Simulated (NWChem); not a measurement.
Molecule: Si2H5OF; SMILES F[SiH2]O[SiH3]

```xyz
9

Si    -0.2387     1.8833     0.0084
O      0.2673     0.3485     0.4013
Si     0.5000    -1.2163    -0.0230
F     -0.9295    -1.8960    -0.3673
H     -1.7156     1.9901     0.1814
H      0.1188     2.1924    -1.4088
H      0.4460     2.8442     0.9170
H      1.0842    -1.9397     1.1310
H      1.3323    -1.3046    -1.2511
```
Atoms are numbered in this order, from 1.

All runs: NWChem. Pople sets run with spherical d functions. The geometry was optimised at PBE0/def2-SVP. B3LYP is NWChem's, with the RPA form of VWN correlation. GIAO values for the isolated, static molecule; σ is the absolute isotropic shielding, δ = σ(reference) − σ with the isolated reference molecule computed at the same levels (19F: trichlorofluoromethane, 1H: tetramethylsilane, 17O: water, 29Si: tetramethylsilane).

For level Hartree-Fock/6-31G*:

```yaml
"δ Si1 (ppm)": -27.5
"δ O2 (ppm)": 18.2
"δ Si3 (ppm)": -28.9
"δ F4 (ppm)": -102.3
"δ H5 (rotor mean) (ppm)": 5.04
"δ H8 (ppm)": 4.91
"δ H9 (ppm)": 4.97
```

Problem. How do the values read with level B3LYP/6-311G** instead?

Solution. 
* **δ Si1 (ppm)**: -41.9
* **δ O2 (ppm)**: 53.9
* **δ Si3 (ppm)**: -33.0
* **δ F4 (ppm)**: -171.2
* **δ H5 (rotor mean) (ppm)**: 5.27
* **δ H8 (ppm)**: 5.06
* **δ H9 (ppm)**: 5.10
